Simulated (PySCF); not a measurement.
## `O[Si@@H](O[SiH3])[C@H]([SiH3])C1CC1`: 4 charge schemes on one density

Compound: C4H14O2Si3.
Geometry (GFN2-xTB, Å), atoms numbered from 1 in this order:
```xyz
23
C4H14O2Si3 angstrom
O      0.7614    1.5302    2.1810
Si     0.9431    0.9976    0.6565
O      2.4601    0.4424    0.4968
Si     3.7061   -0.3385   -0.1710
C     -0.3698   -0.3529    0.4317
Si    -0.1488   -1.2384   -1.2368
C     -1.7313    0.2453    0.7179
C     -3.0157   -0.4467    0.3757
C     -2.6082    0.7934   -0.3631
H      1.4348    2.0665    2.5915
H      0.8285    2.1026   -0.2931
H      3.7630   -1.6639    0.4441
H      3.5053   -0.4159   -1.6174
H      4.8696    0.4777    0.1759
H     -0.1871   -1.1088    1.2065
H     -0.1044   -0.2920   -2.3570
H      1.1060   -1.9941   -1.2086
H     -1.2284   -2.2013   -1.4874
H     -1.7425    0.8005    1.6503
H     -3.8354   -0.3799    1.0761
H     -2.9745   -1.3868   -0.1505
H     -2.2847    0.6823   -1.3862
H     -3.1519    1.7078   -0.1768
```

Density: PBE0/pcSseg-1 (PySCF); schemes: Mulliken, IAO, Hirshfeld and ESP-fitted. Isolated species at its GFN2-xTB geometry (one conformer only).

Problem. For which atoms does the sign change between the 4 schemes (beyond +0.03 e in one, beyond −0.03 e in another)?

Solution. For none.

Problem. Do the Mulliken, IAO, Hirshfeld and ESP-fitted schemes agree on where the charge is lowest?

Solution. The schemes don't all agree: Mulliken C5 (-0.753); IAO O3 (-0.890); Hirshfeld O1 and O3 (-0.305); ESP-fitted O1 (-0.753).

Problem. At which atom do the 4 schemes differ most?

Solution. At Si2: from +0.457 (Hirshfeld) to +1.332 e (IAO), 0.875 e apart.

Problem. Tabulate the Mulliken, IAO, Hirshfeld and ESP-fitted charges.

Solution. In e:

| atom | environment | Mulliken | IAO | Hirshfeld | ESP-fitted |
| --- | --- | --- | --- | --- | --- |
| O1 | silanol oxygen | -0.550 | -0.793 | -0.305 | -0.753 |
| Si2 | oxygen-bound silicon | +1.151 | +1.332 | +0.457 | +0.734 |
| O3 | siloxane oxygen | -0.733 | -0.890 | -0.305 | -0.441 |
| Si4 | oxygen-bound silicon | +0.712 | +0.886 | +0.388 | +0.586 |
| C5 | sp3 carbon bound to silicon | -0.753 | -0.680 | -0.194 | -0.430 |
| Si6 | SiH3 silicon | +0.423 | +0.573 | +0.304 | +0.321 |
| C7 | three-membered-ring carbon | -0.263 | -0.124 | -0.039 | -0.060 |
| C8 | three-membered-ring carbon | -0.186 | -0.297 | -0.094 | -0.364 |
| C9 | three-membered-ring carbon | -0.210 | -0.299 | -0.092 | -0.267 |
| H10 | hydroxyl hydrogen | +0.246 | +0.368 | +0.181 | +0.468 |
| H11 | Si–H hydrogen | -0.141 | -0.186 | -0.093 | -0.136 |
| H12 | Si–H hydrogen | -0.119 | -0.146 | -0.081 | -0.119 |
| H13 | Si–H hydrogen | -0.116 | -0.149 | -0.080 | -0.122 |
| H14 | Si–H hydrogen | -0.120 | -0.144 | -0.083 | -0.129 |
| H15 | methine hydrogen | +0.179 | +0.162 | +0.044 | +0.198 |
| H16 | Si–H hydrogen | -0.061 | -0.120 | -0.076 | -0.073 |
| H17 | Si–H hydrogen | -0.069 | -0.115 | -0.074 | -0.096 |
| H18 | Si–H hydrogen | -0.066 | -0.114 | -0.074 | -0.066 |
| H19 | methine hydrogen | +0.141 | +0.149 | +0.041 | +0.168 |
| H20 | methylene hydrogen | +0.128 | +0.149 | +0.047 | +0.153 |
| H21 | methylene hydrogen | +0.134 | +0.145 | +0.040 | +0.156 |
| H22 | methylene hydrogen | +0.141 | +0.142 | +0.042 | +0.130 |
| H23 | methylene hydrogen | +0.131 | +0.151 | +0.048 | +0.140 |

Mean size of the charges over all atoms: IAO 0.353 e, Mulliken 0.295 e, ESP-fitted 0.266 e, Hirshfeld 0.138 e. Each set sums to the total charge, 0, to within 0.001 e. The Mulliken scheme counts on each atom the diagonal of the density matrix times the overlap matrix over that atom's basis functions.

Problem. Sum the charges by element.

Solution. 
```json
{"element": "O", "atoms": "2", "Mulliken": "-1.283", "IAO": "-1.684", "Hirshfeld": "-0.610", "ESP-fitted": "-1.193"}
{"element": "Si", "atoms": "3", "Mulliken": "+2.286", "IAO": "+2.791", "Hirshfeld": "+1.149", "ESP-fitted": "+1.641"}
{"element": "C", "atoms": "4", "Mulliken": "-1.412", "IAO": "-1.400", "Hirshfeld": "-0.419", "ESP-fitted": "-1.121"}
{"element": "H", "atoms": "14", "Mulliken": "+0.409", "IAO": "+0.292", "Hirshfeld": "-0.119", "ESP-fitted": "+0.674"}
```

Problem. How closely do the schemes follow one another over all atoms?

Solution. Correlation coefficient and root-mean-square difference: Mulliken with IAO 0.99, 0.103 e; IAO with Hirshfeld 0.98, 0.304 e; IAO with ESP-fitted 0.96, 0.188 e; Mulliken with Hirshfeld 0.96, 0.238 e; Hirshfeld with ESP-fitted 0.95, 0.170 e; Mulliken with ESP-fitted 0.93, 0.156 e.
